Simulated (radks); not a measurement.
The numbers below are computed, except where a source is named.
All-electron atom: the silver ion Ag9+ in [Kr] 4d2. Code: a radial shooting solver on a logarithmic mesh with Libxc functionals. Model: scalar-relativistic Kohn-Sham, PBE, spin-polarised, spherical densities, finite nucleus; open shells are filled with parallel spins first (spin-orbit coupling, left out, can overturn this in heavy ions); Fermi nuclear charge, rms radius 4.5454 fm.

Radial electron density D(r) = 4 pi r^2 rho(r):

```
   r/bohr * D(r) (the largest magnitude, 76.1, reaches the edge; | marks zero)
 0.003389 |      *
 0.004378 |          *
 0.005656 |              *
 0.007306 |                    *
 0.009437 |                           *
  0.01219 |                                  *
  0.01575 |                                       *
  0.02034 |                                          *
  0.02628 |                                          *
  0.03394 |                                      *
  0.04384 |                                    *
  0.05664 |                                        *
  0.07258 |                                                *
  0.09375 |                                                      *
   0.1211 |                                                 *
   0.1564 |                                       *
   0.2021 |                                    *
    0.261 |                                          *
   0.3372 |                                        *
   0.4356 |                         *
   0.5626 |            *
   0.7268 |          *
   0.9388 |         *
    1.213 |    *
    1.567 |*
    2.024 *
    2.614 *
    3.377 *
```

D(r) has 4 maxima, at r = 0.0219, 0.0960, 0.290, 0.769 bohr, and minima at 0.0431, 0.188, 0.687 bohr, inside which lie 2.01, 11.11, 29.48 electrons.
